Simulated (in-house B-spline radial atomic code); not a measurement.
# Ionising Kr²⁴⁺ with different functionals

Computed with an all-electron radial atomic-structure program (B-spline basis): non-relativistic Hamiltonian, point nucleus, spin-polarised at highest spin, spherical fractional occupations for the functionals. The ionisation energy is the difference of two self-consistent energies, [Ne] 3s2 → [Ne] 3s1, without Breit or QED terms; ε is the level of the shell that loses the electron (its least bound occupied spin orbital). There is no spin-orbit coupling in this Hamiltonian.

```csv
method,rung,ΔSCF (eV),-ε(3s) (eV)
RPBE,GGA,?,?
revTPSS,meta-GGA,1134.93,1114.72
M06-L,meta-GGA,?,?
r2SCAN,meta-GGA,1133.05,1114.99
TPSS,meta-GGA,1135.53,1114.78
B3LYP,global hybrid,1136.16,1118.89
TPSSh,global hybrid,1135.35,1116.71
```

(1) What does RPBE give?

(2) What does M06-L give?

(3) How do they compare with the NIST value?

Answers

(1) ΔSCF 1136.42 eV, and -ε(3s) = 1114.29 eV.

(2) ΔSCF 1133.92 eV, and -ε(3s) = 1114.54 eV.

(3) NIST lists 1155 eV ± 1.6 (semi-empirical, ground level to ground level). Errors run from -21.95 to -18.58 eV. The correlated functionals all miss on the same side by more than they spread, so the cause is common to them (relativity, Breit-QED terms, the near-degeneracy of s² and p², or a listed next ion that isn't the cheapest removal here) and closeness doesn't rank the functionals.
